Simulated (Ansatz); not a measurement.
This Ansatz (an electronic-structure program) input (PBE0/pcseg-3) gives -2536.86616 Eh with 132 basis functions. A basis named .json is the Basis Set Exchange file of that set (core-valence sets with the plain set on hydrogen).

Ansatz 0.2 input:
```yaml
crystal:
  periodic: [false, false, false]
  atoms:
    - {symbol: Ge, position_ang: [-0.00000000, -0.00000000, -0.76210370]}
    - {symbol: Cl, position_ang: [0.00000000, 0.00000000, 1.43454814]}
basis:
  gaussian:
    orbitals: pcseg-3.json
hamiltonian:
  xc: {name: PBE0}
magnetization: {spin_polarized: true, initial_magnetization: 1}
```

Change:
```diff
- orbitals: pcseg-3.json
+ orbitals: 6-31G__.json
```

**Question.** What does the run give now?

**Answer.** -2536.49578 Eh (PBE0/6-31G**, 54 functions), a change of +370.38 mEh.
